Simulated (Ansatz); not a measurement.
Reaction (ligand exchange at the Al–O bond): `[NH2][Al]([O][SiH3])[O][SiH3]` + NH₃ → `[NH2][Al]([NH2])[O][SiH3]` + silanol

Isolated molecules relaxed with PBE0-D4/def2-TZVP in Ansatz; ΔE leaves out vibrations. CCSD(T)/CBS adds triple-zeta CCSD(T) − MP2 to the extrapolated MP2 energy (def2 sets, frozen cores). This one scheme is used for every species. Functionals use def2-TZVPP. B3LYP here is the variant with VWN-RPA as its local correlation; programs differ in this. HSE06 is defined as in plane-wave codes. One conformer a species, not always the lowest.

`[NH2][Al]([O][SiH3])[O][SiH3]`:

Z-matrix (Å, degrees):
```
Si
O 1 1.622
H 1 1.489 2 110.9
H 1 1.487 2 109.9 3 -120.1
H 1 1.487 2 109.9 3 120.2
Al 2 1.679 1 162.7 3 1.9
N 6 1.752 2 119.7 1 179.4
O 6 1.679 2 120.6 1 -0.6
H 7 1.006 6 124.6 2 179.9
H 7 1.006 6 124.5 2 -0.0
Si 8 1.622 6 162.8 2 0.0
H 11 1.489 8 110.9 6 -6.6
H 11 1.488 8 110.0 6 113.5
H 11 1.487 8 109.9 6 -126.8
```

NH₃:

Cartesian coordinates in Å:
```
N -0.227 0.163 -0.039
H 0.619 0.609 -0.373
H -0.082 -0.053 0.940
H -0.311 -0.719 -0.528
```

`[NH2][Al]([NH2])[O][SiH3]`:

```xyz
12

N    -1.600    1.629   -0.274
Al   -0.081    0.747   -0.407
N     1.274    1.356   -1.354
O     0.082   -0.724    0.398
Si    0.234   -2.137    1.166
H    -1.807    2.511   -0.711
H    -2.392    1.308    0.258
H     1.288    2.217   -1.872
H     2.152    0.875   -1.451
H    -1.065   -2.864    1.190
H     1.239   -2.999    0.485
H     0.676   -1.921    2.571
```

`O[SiH3]`:

Z-matrix (Å, degrees):
```
Si
O 1 1.648
H 1 1.489 2 111.7
H 1 1.489 2 111.7 3 120.9
H 1 1.481 2 105.9 3 -119.6
H 2 0.957 1 117.9 3 -60.5
```

**Question.** Is it downhill or uphill in electronic energy at CCSD(T)/CBS, and by how much? (An estimate is asked.)

**Answer.** Ansatz gave: Uphill: ΔE = +18.2 kcal/mol.

**Question.** What do these levels give: LDA (SPW92), PBE-D4, r2SCAN-D4, B3LYP-D4, HSE06-D4, CAM-B3LYP-D4, PBE-QIDH, PBE, r2SCAN, HSE06, MP2/def2-QZVPP, CCSD/CBS(def2)? (An estimate is asked.)

**Answer.** Ansatz gave: LDA (SPW92) 15.7, PBE-D4 16.8, r2SCAN-D4 18.1, B3LYP-D4 18.6, HSE06-D4 17.4, CAM-B3LYP-D4 18.5, PBE-QIDH 17.9, PBE 16.2, r2SCAN 17.8, HSE06 16.8, MP2/def2-QZVPP 18.3, CCSD/CBS(def2) 18.3 kcal/mol.

Largest T1 diagnostic among the species: 0.011.

The D4 term adds +0.9 kcal/mol with B3LYP and +0.6 kcal/mol with PBE0; it sums over pairs of atoms, weighted by their polarisabilities, and B3LYP, whose exchange is more repulsive, gets the larger term. Leaving LDA and LC-ωPBE aside and taking each functional with its dispersion term where it has one, the values, not all of them listed here, spread over 2.9 kcal/mol, from PBE-D4 to BHLYP-D4.
